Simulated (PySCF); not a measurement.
C2H4F2Si2. Atoms are numbered in the order given.

```xyz
10

Si     3.1795     0.0726     0.6034
C      1.3511     0.0140     0.3636
C      0.1269    -0.0239     0.1948
Si    -1.6842    -0.0893     0.0041
F     -2.2009     1.3113    -0.6386
F     -2.0650    -1.2716    -1.0442
H      3.8383     0.3309    -0.7200
H      3.6407    -1.2435     1.1583
H      3.5098     1.1765     1.5653
H     -2.3980    -0.3282     1.2861
```
Charge 0, spin multiplicity 1.

Geometry optimised at PBE-D3(BJ)/def2-SVP. This is a generated structure with no PubChem entry under its InChIKey; it may be hypothetical.

Vertical ionisation energy (IE) and electron affinity (EA) in eV. Rows of orbital energies are one-electron estimates. Where ΔSCF, EOM or ADC give a negative EA the extra electron is unbound and the value depends on the basis.

```json
[
 {"level": "−ε(HOMO), −ε(LUMO), CAM-B3LYP/def2-TZVP (PySCF)", "IE": "10.06", "EA": "0.32"},
 {"level": "−ε(HOMO), −ε(LUMO), PBE/def2-TZVP (PySCF)", "IE": "7.55", "EA": "2.34"}
]
```
